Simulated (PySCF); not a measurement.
Ge(Cl)(Me) (CH3ClGe), SMILES [CH3][Ge][Cl] (connectivity only; charge and spin as stated), neutral, multiplicity 1.

Geometry optimised at PBE-D3(BJ)/def2-TZVP.

Level of theory: TDDFT-ωB97X/def2-SVPD (PySCF).

Vertical excitations. The molecule is in vacuum.

```
state  energy (eV)  λ (nm)      f                          main pairs
-----  -----------  ------  -----  ----------------------------------
S1            2.89     429  0.016                      HOMO→LUMO 99 %
S2            5.33     233  0.007                    HOMO−1→LUMO 98 %
S3            5.63     220  0.053  HOMO→LUMO+1 74 %, HOMO−2→LUMO 20 %
S4            5.92     209  0.002                    HOMO−3→LUMO 97 %
S5            5.99     207  0.120  HOMO−2→LUMO 75 %, HOMO→LUMO+1 18 %
S6            7.05     176  0.026  HOMO→LUMO+2 78 %, HOMO→LUMO+3 13 %
S7            7.24     171  0.386  HOMO→LUMO+3 79 %, HOMO→LUMO+2 12 %
S8            7.96     156  0.127                  HOMO−1→LUMO+1 71 %
S9            7.98     155  0.012                  HOMO−2→LUMO+1 81 %
S10           8.32     149  0.004                    HOMO−5→LUMO 98 %
T1            2.01     617      0                      HOMO→LUMO 97 %
T2            4.88     254      0                    HOMO→LUMO+1 87 %
T3            5.01     247      0                    HOMO−1→LUMO 89 %
T4            5.25     236      0                    HOMO−2→LUMO 97 %
```
Triplets are in the Tamm–Dancoff approximation, which puts them higher than full response would, so one can lie above its singlet here.
